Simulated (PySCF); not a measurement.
PySCF input (M06-2X/def2-TZVPD):

```python
from pyscf import gto, scf, dft

mol = gto.M(
    atom='''
    Si   -0.00234685   -1.02789094    0.06471352
    Br   -1.84068291    0.23998298    0.05791718
    Br    1.84281848    0.22473148   -0.05075059
    H    -0.04188908   -1.87453277   -1.15681990
    ''',
    basis='def2-tzvpd',
    charge=0,
    spin=1,
    verbose=4,
)

mf = dft.UKS(mol, xc='m062x').density_fit(auxbasis='def2-universal-jkfit')
mf.grids.level = 4
mf.conv_tol = 1e-9
mf.max_cycle = 100
mf.max_memory = 1500
mf.kernel()
if not mf.converged:
    mf = mf.newton()
    mf.kernel(mf.make_rdm1())
for _ in range(2):
    mo, _, stable, _ = mf.stability(return_status=True)
    if stable:
        break
    mf.kernel(mf.make_rdm1(mo, mf.mo_occ))
mf.analyze()
```

End of the output:

```
Extra cycle  E= -5438.51634248519  delta_E= -1e-11  |g|= 1.52e-06  |ddm|= 6.86e-06
converged SCF energy = -5438.51634248519  <S^2> = 0.75314701  2S+1 = 2.0031445
uhf_internal: lowest eigs of H = [0.30486759 0.31057096 0.3159229 ]
<class 'pyscf.df.df_jk.DFUKS'> wavefunction is stable in the internal stability analysis
**** SCF Summaries ****
Total Energy =                       -5438.516342485190762
Nuclear Repulsion Energy =             425.337897978661886
One-electron Energy =                -8415.753326234931592
Two-electron Energy =                 2551.899085771078717
Two-electron Coulomb Energy =         2756.008041454814247
DFT Exchange-Correlation Energy =     -204.108955683735417
HOMO-LUMO gap [eV] =                     4.912156659570807
**** MO energy ****
                             alpha | beta                alpha | beta
MO #1   energy= -485.385542734295  | -485.385103480813  occ= 1 | 1
MO #2   energy= -485.385540531686  | -485.38510121804   occ= 1 | 1
MO #3   energy= -67.0996757539783  | -67.0941844963553  occ= 1 | 1
MO #4   energy= -63.370425252154   | -63.3701990092919  occ= 1 | 1
MO #5   energy= -63.370422906863   | -63.3701966454227  occ= 1 | 1
MO #6   energy= -57.1893701861782  | -57.188897587435   occ= 1 | 1
MO #7   energy= -57.1893644181823  | -57.1888919256968  occ= 1 | 1
MO #8   energy= -57.18796124505    | -57.1876498930052  occ= 1 | 1
MO #9   energy= -57.1879587013992  | -57.187644376112   occ= 1 | 1
MO #10  energy= -57.1877209413622  | -57.187455345091   occ= 1 | 1
MO #11  energy= -57.1877161203214  | -57.1874530351273  occ= 1 | 1
MO #12  energy= -9.03640948727628  | -9.03583150680143  occ= 1 | 1
MO #13  energy= -9.03640619395748  | -9.03582775463656  occ= 1 | 1
MO #14  energy= -6.85837588250869  | -6.85743725427671  occ= 1 | 1
MO #15  energy= -6.85837251380068  | -6.85743370010457  occ= 1 | 1
MO #16  energy= -6.85314652690962  | -6.85240867956493  occ= 1 | 1
MO #17  energy= -6.85314461107819  | -6.85240595534841  occ= 1 | 1
MO #18  energy= -6.85250092735907  | -6.85204813665401  occ= 1 | 1
MO #19  energy= -6.85249753857182  | -6.85204542928247  occ= 1 | 1
MO #20  energy= -5.63172370692233  | -5.62742519190303  occ= 1 | 1
MO #21  energy= -3.94509128947711  | -3.93892268754649  occ= 1 | 1
MO #22  energy= -3.9409399642465   | -3.93753115567843  occ= 1 | 1
MO #23  energy= -3.93916748507205  | -3.93265755198637  occ= 1 | 1
MO #24  energy= -2.89193079183033  | -2.89139790158934  occ= 1 | 1
MO #25  energy= -2.89192892373713  | -2.89139195409096  occ= 1 | 1
MO #26  energy= -2.89013139565012  | -2.88950163179996  occ= 1 | 1
MO #27  energy= -2.8901282495875   | -2.88949557670168  occ= 1 | 1
MO #28  energy= -2.88970032166148  | -2.88928794562574  occ= 1 | 1
MO #29  energy= -2.88969220335721  | -2.88927849694959  occ= 1 | 1
MO #30  energy= -2.88487904167506  | -2.88449037657182  occ= 1 | 1
MO #31  energy= -2.88487625177866  | -2.88448573037111  occ= 1 | 1
MO #32  energy= -2.88487265406524  | -2.88448527431149  occ= 1 | 1
MO #33  energy= -2.88486903022152  | -2.88448195654802  occ= 1 | 1
MO #34  energy= -0.889181990072576 | -0.882317355419396 occ= 1 | 1
MO #35  energy= -0.867140975827235 | -0.861659854976342 occ= 1 | 1
MO #36  energy= -0.608285328488444 | -0.581532356951898 occ= 1 | 1
MO #37  energy= -0.459903223862538 | -0.447237127784941 occ= 1 | 1
MO #38  energy= -0.447486419113851 | -0.438247508032027 occ= 1 | 1
MO #39  energy= -0.410050458380166 | -0.393464351435707 occ= 1 | 1
MO #40  energy= -0.376845411213799 | -0.371062268208179 occ= 1 | 1
MO #41  energy= -0.374933196326306 | -0.36962053475525  occ= 1 | 1
MO #42  energy= -0.363512776503612 | -0.36176697585057  occ= 1 | 1
MO #43  energy= -0.283773360327888 | -0.103254931168843 occ= 1 | 0
MO #44  energy= -0.00951273878993142 | -0.0100144353177907 occ= 0 | 0
MO #45  energy= 0.00154963774847339 | 0.00693773394034946 occ= 0 | 0
MO #46  energy= 0.013572021009292  | 0.00962918444044645 occ= 0 | 0
MO #47  energy= 0.0272689570970139 | 0.0274301442076278 occ= 0 | 0
MO #48  energy= 0.031381301596393  | 0.0326573887663117 occ= 0 | 0
MO #49  energy= 0.0345602915195327 | 0.0387254409627966 occ= 0 | 0
MO #50  energy= 0.0412912996741329 | 0.0396408473069918 occ= 0 | 0
MO #51  energy= 0.0471022989400657 | 0.0510365458572787 occ= 0 | 0
MO #52  energy= 0.0498582054501679 | 0.0517637329212353 occ= 0 | 0
MO #53  energy= 0.0707732111893886 | 0.0601607329960492 occ= 0 | 0
MO #54  energy= 0.0967090883566009 | 0.0893273501682437 occ= 0 | 0
MO #55  energy= 0.118406018277576  | 0.106656177084738  occ= 0 | 0
MO #56  energy= 0.119521472527964  | 0.114788701838937  occ= 0 | 0
MO #57  energy= 0.126516484463385  | 0.129175517092101  occ= 0 | 0
MO #58  energy= 0.13159038605771   | 0.12952566093252   occ= 0 | 0
MO #59  energy= 0.154845660183793  | 0.152339024328948  occ= 0 | 0
MO #60  energy= 0.164293315578768  | 0.157554253327371  occ= 0 | 0
MO #61  energy= 0.166440266324362  | 0.159649567666432  occ= 0 | 0
MO #62  energy= 0.185451393169954  | 0.167081524820081  occ= 0 | 0
MO #63  energy= 0.18634391656195   | 0.18398258254328   occ= 0 | 0
MO #64  energy= 0.197952856042677  | 0.191004497893268  occ= 0 | 0
MO #65  energy= 0.205184162431859  | 0.201931545216315  occ= 0 | 0
MO #66  energy= 0.207769489208766  | 0.206999454598875  occ= 0 | 0
MO #67  energy= 0.217989325967723  | 0.208313437311089  occ= 0 | 0
MO #68  energy= 0.22157949730321   | 0.210236759514215  occ= 0 | 0
MO #69  energy= 0.228945054248858  | 0.218274520675728  occ= 0 | 0
MO #70  energy= 0.236554075936387  | 0.223306826070682  occ= 0 | 0
MO #71  energy= 0.239033132300822  | 0.236583145878773  occ= 0 | 0
MO #72  energy= 0.292739491365133  | 0.284270724563822  occ= 0 | 0
MO #73  energy= 0.307787759820989  | 0.306124957231832  occ= 0 | 0
MO #74  energy= 0.315051223069516  | 0.306635850294163  occ= 0 | 0
MO #75  energy= 0.345753608254193  | 0.340115145458405  occ= 0 | 0
MO #76  energy= 0.350682818007826  | 0.341655752564402  occ= 0 | 0
MO #77  energy= 0.361591393751473  | 0.358897552592701  occ= 0 | 0
MO #78  energy= 0.373616272240325  | 0.368959101342536  occ= 0 | 0
MO #79  energy= 0.390545583332786  | 0.382751107480928  occ= 0 | 0
MO #80  energy= 0.414291572518431  | 0.41948643710466   occ= 0 | 0
MO #81  energy= 0.430825216779334  | 0.429204808070802  occ= 0 | 0
MO #82  energy= 0.452612241746637  | 0.454567883542008  occ= 0 | 0
MO #83  energy= 0.467463175482082  | 0.464234790407582  occ= 0 | 0
MO #84  energy= 0.472179484901359  | 0.466392185385946  occ= 0 | 0
MO #85  energy= 0.476967553763522  | 0.475176083968037  occ= 0 | 0
MO #86  energy= 0.479944251467981  | 0.476497221917604  occ= 0 | 0
MO #87  energy= 0.494890327201945  | 0.493179888810928  occ= 0 | 0
MO #88  energy= 0.499546905470879  | 0.498595435960533  occ= 0 | 0
MO #89  energy= 0.504623633402774  | 0.505169561207779  occ= 0 | 0
MO #90  energy= 0.508101631216206  | 0.506337907016288  occ= 0 | 0
MO #91  energy= 0.524624230836816  | 0.525496104997567  occ= 0 | 0
MO #92  energy= 0.564325553035891  | 0.559990377151145  occ= 0 | 0
MO #93  energy= 0.580089961872277  | 0.581305489370187  occ= 0 | 0
MO #94  energy= 0.581125716964051  | 0.583932787892337  occ= 0 | 0
MO #95  energy= 0.604636703342607  | 0.604263062264566  occ= 0 | 0
MO #96  energy= 0.63942272773633   | 0.640010852376033  occ= 0 | 0
MO #97  energy= 0.654338686132443  | 0.654831286234733  occ= 0 | 0
MO #98  energy= 0.667853157818026  | 0.666506732607136  occ= 0 | 0
MO #99  energy= 0.674693107942724  | 0.671852523682409  occ= 0 | 0
MO #100 energy= 0.99278118319045   | 1.00399555096348   occ= 0 | 0
MO #101 energy= 1.00678167224945   | 1.0101018214472    occ= 0 | 0
MO #102 energy= 1.02578525203378   | 1.02229173274595   occ= 0 | 0
MO #103 energy= 1.0348553478942    | 1.02706885479961   occ= 0 | 0
MO #104 energy= 1.06025641905681   | 1.04628908454171   occ= 0 | 0
[...]
```

It need not be the lowest isomer of its formula.
